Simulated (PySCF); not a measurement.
An EPR job, as run on `[C]#C[C@@H](N)CC#C` [radical].

The calculation used UKS B3LYP, pcH-1 on C H N, non-relativistic, mean-field spin-orbit, GIAO in PySCF 2.14.0.

Input of the driver that calls PySCF (job settings, then Cartesian coordinates in Å):

```
{"job": {"kind": "epr", "basis": "pcH-1"}, "charge": 0, "multiplicity": 2}
C     -0.7104     0.2885     2.6732
C     -0.8506     0.0649     1.5073
C     -0.9966    -0.2302     0.0568
N     -1.1236     0.9624    -0.7268
C      0.2148    -1.0499    -0.4194
C      1.4436    -0.2937    -0.2930
C      2.4272     0.3798    -0.1889
H     -1.9156    -0.8207    -0.0606
H     -0.2590     1.4914    -0.7448
H     -1.8949     1.5476    -0.4333
H      0.2900    -1.9650     0.1728
H      0.0633    -1.3165    -1.4697
H      3.3074     0.9418    -0.0913
```

Output:

```
UKS, coarse grid
  cycle   1  E = -286.57737665  |g| = 4.87e-01
  cycle   2  E = -285.87324900  |g| = 1.17e+00
  cycle   3  E = -286.73113207  |g| = 2.06e-01
  cycle   4  E = -286.73057363  |g| = 2.21e-01
  cycle   5  E = -286.75466083  |g| = 6.63e-02
  cycle   6  E = -286.75682941  |g| = 3.35e-02
  cycle   7  E = -286.75748799  |g| = 1.99e-02
  cycle   8  E = -286.75770968  |g| = 8.13e-03
  cycle   9  E = -286.75779707  |g| = 4.68e-03
  cycle  10  E = -286.75785525  |g| = 4.23e-03
  cycle  11  E = -286.75791338  |g| = 2.78e-03
  cycle  12  E = -286.75799855  |g| = 1.56e-03
  cycle  13  E = -286.75803782  |g| = 9.15e-04
  cycle  14  E = -286.75804631  |g| = 4.98e-04
UKS, final grid
  cycle   1  E = -286.75801277  |g| = 9.58e-04
  cycle   2  E = -286.75801018  |g| = 2.48e-03
  cycle   3  E = -286.75801358  |g| = 3.85e-04
  cycle   4  E = -286.75801374  |g| = 2.67e-04
  cycle   5  E = -286.75801416  |g| = 2.45e-04
  cycle   6  E = -286.75801436  |g| = 1.75e-04
  cycle   7  E = -286.75801451  |g| = 1.42e-04
  cycle   8  E = -286.75801470  |g| = 8.00e-05
  cycle   9  E = -286.75801474  |g| = 2.47e-05
  cycle  10  E = -286.75801475  |g| = 6.32e-06
E = -286.75801475 Eh   <S^2> = 0.7621 (exact 0.7500)
g shifts (ppm)      1          2          3
  rmc          -174       -174       -174
  gc              6         14         20
  oz_so        -283        756       1424
  total        -451        597       1270
hyperfine (MHz)  atom isotope    a_iso     a_fc   dipolar eigenvalues
    0   13C     812.88     812.88    -57.33    -51.00    108.33
    1   13C      88.57      88.57    -30.24    -22.74     52.98
    2   13C       0.63       0.63     -3.77     -3.49      7.26
    3   14N       2.97       2.97     -4.64     -4.45      9.09
    4   13C      -6.42      -6.42     -0.41      0.03      0.38
    5   13C       0.38       0.38     -0.34     -0.15      0.49
    6   13C      -0.24      -0.24     -0.23     -0.13      0.37
    7    1H      -5.63      -5.63     -2.49     -0.32      2.81
    8    1H      -3.06      -3.06     -5.88      0.16      5.72
    9    1H      -2.13      -2.13     -5.90      0.38      5.52
   10    1H       0.01       0.01     -1.30     -1.15      2.45
   11    1H      -1.24      -1.24     -0.93     -0.37      1.30
   12    1H       0.08       0.08     -0.60     -0.49      1.10
```

The program numbers atoms from 0. The g shifts stand along the tensor's principal axes 1 to 3: rmc is the relativistic mass correction, gc the gauge correction, oz_so the orbital-Zeeman/spin–orbit term. a_fc is the Fermi-contact part of a_iso, which also holds a spin–orbit part where one was computed. The run used 235 basis functions and 24 SCF iterations in all.

Time: 48 s (grids of density and orbitals included); peak memory 0.95 GiB. Hardware: an Arm Neoverse V2 with one thread (shared host).

Problem. Where does the spin sit (Mulliken spin populations, atoms from 0)?

Solution. 0 C +1.00, 1 C -0.11, 3 N +0.09, 2 C +0.02. Over all atoms they add up to 1.

The structure is a single GFN2-xTB conformer in the gas phase; no vibrational or solvent corrections.
Labels such as C1 count atoms from 1, the log's own numbers from 0.
